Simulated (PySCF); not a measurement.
**Electronic absorption of C4H4F4O2**

C4H4F4O2.
Numbering: `[CH3:1][O:2]/[C:3](=[CH:4]\[F:5])[O:6][C:7]([F:8])([F:9])[F:10]` (hydrogens: H11, H12, H13 on C1; H14 on C4)

Geometry (GFN2-xTB, Å), atoms numbered from 1 in this order:
```
atom  x, y, z in Å
C1    -1.5766   -1.2296   -0.0337
O2    -0.2467   -0.7360    0.0134
C3    -0.0496    0.5866   -0.0289
C4    -0.8889    1.6169   -0.1137
F5    -2.2285    1.4815   -0.1770
O6     1.3019    0.9322    0.0266
C7     2.2123   -0.0371    0.1154
F8     3.4098    0.5369    0.1549
F9     2.1052   -0.7891    1.2143
F10    2.2186   -0.8783   -0.9223
H11   -1.4767   -2.3115    0.0130
H12   -2.1588   -0.8707    0.8166
H13   -2.0693   -0.9401   -0.9632
H14   -0.5533    2.6379   -0.1376
```

Method used: PySCF 2.14.0, density-fitted response routines, TDDFT B3LYP/def2-SVPD, vertical, gas phase, core orbitals frozen in the response.

Q: List the vertical singlet excitations with oscillator strengths and describe the spectrum.

A: 

```
state  E (eV)  λ (nm)       f  |μ| (D)  symmetry  main configurations (H = HOMO, L = LUMO)
   S1    5.76   215.4   0.014     0.81        A″                                 H→L (94%)
   S2    6.68   185.6  0.0010     0.20         –                  H→L+2 (74%), H→L+3 (20%)
   S3    6.76   183.4  0.0002     0.09         –                  H→L+3 (68%), H→L+2 (24%)
   S4    6.98   177.7   0.315     3.45        A′                               H→L+1 (94%)
   S5    7.32   169.4  0.0009     0.18         –                               H→L+4 (95%)
   S6    7.68   161.5   0.018     0.79        A″                               H→L+6 (92%)
   S7    7.73   160.5  0.0043     0.39        A′                               H→L+5 (98%)
   S8    7.95   156.0  0.0037     0.35        A″                               H→L+7 (91%)
```

Triplets (Tamm–Dancoff): T1 4.38 eV, H→L+1 (96%); T2 5.47 eV, H→L (84%), H→L+3 (10%); T3 6.47 eV, H→L+2 (45%), H→L+3 (34%).

The lowest singlet lies at 5.76 eV (215 nm, ultraviolet) and is weak; its leading configuration is HOMO→LUMO (94%). The strongest level in the table is S4 at 6.98 eV (178 nm, f = 0.315). Löwdin shares by element: HOMO carbon 53% or more, oxygen 17% or more, fluorine 14% or more (atoms not listed hold the other 16%); LUMO carbon 51% or more, fluorine 10% or more (atoms not listed hold the other 39%). Weighted by f, the mean energy of these states is 6.98 eV. Orbital energies (eV): HOMO-3 -11.51, HOMO-2 -10.14, HOMO-1 -9.83, HOMO -6.83, LUMO 0.02, LUMO+1 0.19, LUMO+2 0.72. The listed states span 2.19 eV, and the widest gap between neighbours is 0.92 eV (S1 to S2). No computed singlet lies in the visible range (380 to 750 nm); the lowest, at 215 nm, stands 2.49 eV above its violet end (3.26 eV). Symmetry labels in Cs follow from the direction of the transition dipole and are given only for states with f of 0.002 or more. The window holds the lowest 8 singlets.

One conformer stands for the species.
